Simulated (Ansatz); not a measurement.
A search over several starts for the lowest SCF solution of SiCl2F2⁺, that is SiF2Cl2 with one electron fewer at the given spin, in a small basis.

```yaml
crystal:
  periodic: [false, false, false]
  atoms:
    - {symbol: Si, position_ang: [0.062104, -0.000259, 0.043267]}
    - {symbol: F, position_ang: [0.099275, -0.015235, 1.639720]}
    - {symbol: F, position_ang: [1.572677, 0.006943, -0.474797]}
    - {symbol: Cl, position_ang: [-0.869766, 1.674612, -0.588488]}
    - {symbol: Cl, position_ang: [-0.864290, -1.666061, -0.619713]}
basis:
  gaussian: {orbitals: def2-SVP}
total_charge: 1
magnetization: {spin_polarized: true, initial_magnetization: 1}
hamiltonian: {xc: pbe0, dispersion: d4}
output: {orbitals: {seedname: orbitals}}
```

```sh
$ ansatz run in.yaml --threads 4 --pin off --events-out ev --progress --plain --max-ram 3916MiB
```

Output, abridged:

```
Functional definition: PBE0
738 factors; integrals over basis functions are off by at most 6.4e-4 eV
mean field evaluation 1: about -38311.7346 eV, gradient 4.8e1 eV
mean field evaluation 2: about -38277.8280 eV, gradient 1.1e2 eV
mean field evaluation 4: about -38319.0095 eV, gradient 3.2e0 eV
mean field evaluation 8: about -38319.0981 eV, gradient 2.3e-1 eV
mean field evaluation 16: about -38319.0988 eV, gradient 2.8e-3 eV
mean field evaluation 32: about -38319.0988 eV, gradient 1.1e-5 eV
mean field -38319.09881823 eV, -1408.2009079517 hartree, gradient 1.1e-5 eV, S^2 0.755523; 4 other end points of the search recorded, 0 dependent functions left out
reference -38319.09883597 eV, -1408.2009086039 hartree; 33, 32 occupied and 49, 50 virtual orbitals, 738 factors
Total energy: -38319.22755161 eV, -1408.2056388164 hartree
```

Hardware: 4 threads of Arm Neoverse V2 on a shared host. Wall time 3.2 s.
